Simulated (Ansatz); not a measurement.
`OC[AsH2]` + `O[SiH3]` → `[SiH3]O[AsH2]` + CH₃OH at 600 K and 1 bar (ligand exchange at the As–C bond).

Program: Ansatz. Geometries: PBE0-D4/def2-TZVP. ΔE: electronic, gas phase. CCSD(T)/CBS adds triple-zeta CCSD(T) − MP2 to the extrapolated MP2 energy (def2 sets, frozen cores). This one scheme is used for every species. For As outer-core shells are correlated without core-valence functions, which leaves a few kJ/mol of doubt a bond. Scalar relativity is left out up to krypton. One conformer a species, not always the lowest.

```json
{"species": "`OC[AsH2]`", "CCSD(T)/CBS energy (Eh)": "-2351.21112", "H − E (kJ/mol)": "196.0", "S (J/(mol·K))": "365.5"}
{"species": "`O[SiH3]`", "CCSD(T)/CBS energy (Eh)": "-366.69042", "H − E (kJ/mol)": "135.7", "S (J/(mol·K))": "307.9"}
{"species": "`[SiH3]O[AsH2]`", "CCSD(T)/CBS energy (Eh)": "-2602.28728", "H − E (kJ/mol)": "168.1", "S (J/(mol·K))": "410.7"}
{"species": "CH₃OH", "CCSD(T)/CBS energy (Eh)": "-115.61712", "H − E (kJ/mol)": "163.6", "S (J/(mol·K))": "277.3"}
```

H − E and S are ideal-gas, rigid-rotor, harmonic terms from PBE0-D4/def2-TZVP, for one conformer and one mirror image of each species. 1 Eh = 2625.50 kJ/mol, R = 8.31446 J/(mol·K).

By hand: ΔE, ΔH, ΔS and ΔG.

ΔE = (-2602.28728) + (-115.61712) − (-2351.21112) − (-366.69042) = -0.00286 Eh = -7.5 kJ/mol. Δ(H − E) = 168.1 + 163.6 − 196.0 − 135.7 = 0.0, so ΔH = -7.5 kJ/mol. ΔS = 410.7 + 277.3 − 365.5 − 307.9 = 14.6 J/(mol·K). ΔG = -7.5 − 600 × (14.6)/1000 = -16.3 kJ/mol.

By hand: the equilibrium constant, and the temperature at which ΔG would vanish if ΔH and ΔS stayed fixed.

log₁₀ K = −ΔG/(RT ln 10) = 1.4. ΔH and −TΔS have one sign here, so there is no such temperature.

TΔS isn't small against ΔH here. A doubt of 5 kJ/mol in ΔE shifts log₁₀ K by 0.4 here. Other conformers and mirror images would add mixing entropy, several J/(mol·K) or more a flexible species. Modes under 60 cm⁻¹, often nearly free rotors, make the harmonic entropy too high. These are equilibria of isolated gas molecules and say nothing of rates. Largest T1 diagnostic: 0.012 (customary marks: 0.02 for closed shells, 0.045 for open ones).
